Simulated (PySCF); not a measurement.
Geometry:
```json
{"atom": "Si1", "x (Å)": "-3.010", "y (Å)": "1.003", "z (Å)": "-0.905"}
{"atom": "C2", "x (Å)": "-1.179", "y (Å)": "0.731", "z (Å)": "-0.634"}
{"atom": "C3", "x (Å)": "-0.617", "y (Å)": "-0.196", "z (Å)": "0.137"}
{"atom": "Si4", "x (Å)": "-1.461", "y (Å)": "-1.511", "z (Å)": "1.210"}
{"atom": "O5", "x (Å)": "0.742", "y (Å)": "-0.308", "z (Å)": "0.266"}
{"atom": "Si6", "x (Å)": "1.981", "y (Å)": "0.511", "z (Å)": "-0.382"}
{"atom": "C7", "x (Å)": "3.470", "y (Å)": "-0.369", "z (Å)": "0.405"}
{"atom": "Cl8", "x (Å)": "4.944", "y (Å)": "0.408", "z (Å)": "-0.213"}
{"atom": "H9", "x (Å)": "-3.257", "y (Å)": "2.448", "z (Å)": "-0.942"}
{"atom": "H10", "x (Å)": "-3.407", "y (Å)": "0.430", "z (Å)": "-2.197"}
{"atom": "H11", "x (Å)": "-3.796", "y (Å)": "0.395", "z (Å)": "0.170"}
{"atom": "H12", "x (Å)": "-0.508", "y (Å)": "1.398", "z (Å)": "-1.167"}
{"atom": "H13", "x (Å)": "-2.079", "y (Å)": "-0.863", "z (Å)": "2.370"}
{"atom": "H14", "x (Å)": "-0.418", "y (Å)": "-2.440", "z (Å)": "1.643"}
{"atom": "H15", "x (Å)": "-2.480", "y (Å)": "-2.217", "z (Å)": "0.431"}
{"atom": "H16", "x (Å)": "1.984", "y (Å)": "1.921", "z (Å)": "0.008"}
{"atom": "H17", "x (Å)": "2.039", "y (Å)": "0.369", "z (Å)": "-1.837"}
{"atom": "H18", "x (Å)": "3.502", "y (Å)": "-0.282", "z (Å)": "1.488"}
{"atom": "H19", "x (Å)": "3.540", "y (Å)": "-1.421", "z (Å)": "0.141"}
```

[PySCF 2.14.0 with density-fitted response routines: geometry from GFN2-xTB; NMR shieldings at PBE0/pcSseg-1/GIAO; non-relativistic; one conformer; rapidly exchanging positions averaged; isolated molecule]

Scale: TMS for 13C (σref 186.93) and 1H (σref 31.72) and 29Si (σref 349.16); 17O (σref 336.08) against H2O; 35Cl (σref 949.78) vs HCl (reference shieldings calculated alike).

```tsv
atoms	nucleus	count	Hirshfeld charge	δ (ppm)
H16/H17	1H	2	-0.08	4.83
Si6	29Si	1	0.39	?
C2	13C	1	-0.18	111.0
C7	13C	1	-0.13	?
H18/H19	1H	2	0.05	3.17
H12	1H	1	0.04	5.27
Si1	29Si	1	0.31	-82.6
H9/H10/H11	1H	3	-0.07	4.25
C3	13C	1	0.00	173.1
O5	17O	1	-0.19	?
Cl8	35Cl	1	-0.07	-33
Si4	29Si	1	0.31	-75.1
H13/H14/H15	1H	3	-0.07	?
```

Complete the table.

Results:


- C7: 28.3 ppm, sp3 CH2 bonded to Cl and Si; pulled downfield by the heteroatom
- H13/H14/H15: 4.23 ppm, hydrogen on a silicon bonded to C
- Si6: -36.8 ppm, silicon bonded to C, O, 2 H
- O5: 160.5 ppm, oxygen bonded to C, Si

Carbons that carry Cl, above all several Cl atoms, come out too deshielded, partly because spin–orbit coupling is missing. Shifts are as computed. Against solution values, carbons near 30 ppm lie about +3 ppm off and those near 130 ppm about +5 ppm; carbons on Cl a further +6 ppm. Of 1309 compounds with measured shifts, 239 miss one by over three times the rms of a fit or turn the order of signals round; such compounds aren't used in these exercises. Experimental scales use liquid or dissolved standards, which lie at an offset from isolated H2O (liquid H2O: subtract about 36 ppm).
